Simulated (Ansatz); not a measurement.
Two structures of Si$_{2}$H$_{8}$SO, closed shell, reached by relaxing down either side of one saddle point (PBE0-D4/def2-TZVP). Energies are electronic, without zero-point energy. Program: Ansatz 0.2.0. Basis: def2-TZVPP and def2-QZVPP. Cores are frozen in the correlated methods. Extrapolation: Hartree–Fock as exp(−7.88 √X), correlation as X^−2.97. First:

```tsv
atom	x (Å)	y (Å)	z (Å)
Si1	-1.2741	-0.7109	-0.8173
Si2	0.4915	-1.3386	0.6029
H3	-1.3817	-1.6854	-1.9335
H4	-2.5378	-0.7795	-0.0262
O5	-1.0467	0.7709	-1.4924
H6	0.8454	1.9141	1.4877
S7	0.8811	2.7287	0.4205
H8	1.8157	-1.1327	-0.0495
H9	0.4886	-0.5343	1.8603
H10	0.3724	-2.7722	0.9870
H11	-0.6066	1.4391	-0.9490
H12	1.9523	2.1008	-0.0904
```

Second:

Si1  (-1.296, 0.036, -1.085)
Si2  (1.531, -0.821, 1.387)
H3  (-1.367, -1.431, -1.266)
H4  (-1.810, 0.430, 0.254)
O5  (-2.196, 0.686, -2.301)
H6  (0.128, 0.479, -1.171)
S7  (1.563, 1.247, 1.913)
H8  (2.461, -1.122, 0.270)
H9  (1.954, -1.537, 2.614)
H10  (0.165, -1.269, 1.004)
H11  (-2.330, 1.634, -2.309)
H12  (1.198, 1.666, 0.689)
(Å)

Task: Which bonds change from the first to the second?

Result: Si₂H₆O ([OH][SiH2][SiH3]) + H₂S → SiH₄O ([OH][SiH3]) + SiH₄S ([SiH3][SH]); bonds formed: Si1–H6, Si2–S7; bonds broken: Si1–Si2, H6–S7.

Task: Give the saddle point's structure and its height above each. (An estimate is asked for; the value comes from the calculation.)

Result: Computed: 48.42 kcal/mol above the first and 60.36 kcal/mol above the second (CCSD(T) at an estimated basis limit (MP2 extrapolated from triple and quadruple zeta, plus CCSD(T) − MP2 in triple zeta)).
Si1  (-1.139, -0.384, -0.751)
Si2  (0.776, -0.761, 0.901)
H3  (-0.686, -1.309, -1.811)
H4  (-2.172, -0.975, 0.128)
O5  (-1.594, 1.053, -1.389)
H6  (0.118, 0.502, 0.090)
S7  (1.181, 1.855, 0.798)
H8  (2.176, -0.937, 0.465)
H9  (0.430, -0.558, 2.320)
H10  (0.117, -2.087, 0.537)
H11  (-1.182, 1.837, -1.007)
H12  (1.974, 1.763, -0.281)
(Å)

The search had been set up for a four-centre ligand exchange (forming Si1–S7, Si2–H6, breaking Si1–Si2, H6–S7); from that guess it ended on this step instead.

No T1 diagnostic of these runs exceeds 0.015.

Labels in which every atom is bracketed show which atoms are joined, not bond orders.

For scale, one of the runs: CCSD(T)/def2-TZVPP, 269 basis functions, launched by `ansatz run in.yaml --threads 4 --pin off --events-out ev --progress --plain --max-ram 9574MiB`. The run took 2.4 min on 4 CPU threads of an Arm Neoverse V2 (shared host), with 6.3 GiB of host memory at its peak.
